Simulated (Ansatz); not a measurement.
Li6, relaxed as a singlet with RKS r2SCAN/def2-TZVP in Ansatz, starting from the GFN2-xTB geometry. Force threshold 0.02 eV/Å.

The structure comes from a short search, and lower isomers may exist.

Start:

```xyz
6

Li   -1.3682    1.3836   -0.4780
Li    1.1330   -0.0832   -1.2045
Li    0.9250   -2.5376   -0.4298
Li   -1.0285   -1.2782    0.0935
Li   -0.8604    0.7487    1.7759
Li    1.1992    1.7667    0.2429
```

Q: Estimate the energy that the relaxation releases and the steps that it takes.

A: 148.9 kJ/mol, in 18 steps; 13 s on 4 threads of INTEL XEON PLATINUM 8581C on a shared host. The force fell under the threshold at step 17, but the optimiser went on. No frequencies were taken in this run, so the end may be a saddle point.

Q: Does the start keep its bonding?

A: Bonds lost: Li1–Li4, Li1–Li6, Li3–Li4 (atoms count from 1). Bonds formed: Li2–Li5, Li3–Li5 (atoms count from 1). The end is the same structure that another start reached, the lowest one found.

Q: Predict the relaxed structure.

A: 
```xyz
6

Li   -1.623    1.920   -0.443
Li    0.321   -0.027   -1.296
Li    1.625   -1.916    0.447
Li   -1.871   -1.682   -0.433
Li   -0.324    0.027    1.295
Li    1.873    1.678    0.430
```
Bond lengths (bridged metal pairs left out): 9 × Li–Li 2.67 to 2.88 Å.
